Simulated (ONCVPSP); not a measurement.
# Varying the ONCV potential for silver

Base potential:

Ag, optimised norm-conserving Vanderbilt (ONCV), made with ONCVPSP 4.0.1 (LDA (Perdew-Wang 92), scalar-relativistic). Core [Ar] 3d10 4s2, reference 4p6 4d10 5s1. Waves: 5s: rc 2.55 bohr, ncon 4, nbas 7, qcut 3 1/bohr, 2 projectors, debl 1.4 Ha; 4p: rc 1.05 bohr, ncon 4, nbas 7, qcut 9.3 1/bohr, 2 projectors, debl 3.2 Ha; 4d: rc 1.65 bohr, ncon 4, nbas 9, qcut 10.9 1/bohr, 2 projectors, debl 1.1 Ha. Local part: polynomial inside 1.05 bohr (lpopt 5, dvloc0 6 Ha). Core correction: Teter function, fcfact 2.5, rcfact 1.8.

Cutoffs, loose and tight: the cutoffs (Ha) at which the residual kinetic energy of the hardest occupied pseudo-wave falls to 1 and 0.1 mHa per electron. They do not see the model core or the augmentation charge, which bear on the density cutoff. Test errors are all-electron minus pseudo excitation energies from the reference, over the configurations 4p6 4d10 5s0; 4p6 4d9 5s0; 4p6 4d8 5s0; 4p5 4d10 5s1. A dash means not determined; rows that change the core or the reference have their own tests.

A true bound ghost makes a file unfit for plane-wave use even where its test errors are small: the radial tests pick states by their node count and pass the ghost by.

| change | outcome | cutoff, loose | cutoff, tight | bound ghosts | GHOST(+) flags above zero | largest test error (meV) |
| --- | --- | --- | --- | --- | --- | --- |
| base | generated | 45 Ha | 121 Ha | s | none | -82 |
| core correction Teter function, fcfact 2.5, rcfact 1 | generated | 45 Ha | 121 Ha | s | none | -76 |
| all radii but the core radius scaled by about 1.05 (s 2.68, p 1.10, d 1.74 bohr); local potential polynomial inside 1.10 bohr (lpopt 5, dvloc0 6 Ha) | generated | 42 Ha | 106 Ha | s | none | -85 |
| d: rc 2.28 | generated | 45 Ha | 121 Ha | s | none | -68 |
| core [Ar] 3d10, valence charge 19; reference 4s2 4p6 4d10 5s1; waves now 4s+5s: rc 1.40 bohr, ncon 4, nbas 8, qcut 6.5 1/bohr, 2 projectors; 4p: rc 1.60 bohr, ncon 4, nbas 7, qcut 8.3 1/bohr, 2 projectors, debl 2.9 Ha; 4d: rc 1.40 bohr, ncon 4, nbas 7, qcut 13.6 1/bohr, local; local potential the d channel | generated | 34 Ha | 82 Ha | none | none | -6.7 |
| core correction Teter function, fcfact 4.4, rcfact 1.8 | generated | 45 Ha | 121 Ha | s | none | -85 |
| d: nbas 8 | generated | 45 Ha | 121 Ha | s | none | -82 |
| s: qcut 2.2; p: qcut 6.8; d: qcut 8 | generated | 117 Ha | 139 Ha | s | none | -104 |

(1) What comes out with this change to the base: p: rc 1.42?

## Answers

(1) outcome: generated; cutoff, loose: 34 Ha; cutoff, tight: 40 Ha; bound ghosts: s; GHOST(+) flags above zero: none; largest test error (meV): -115.
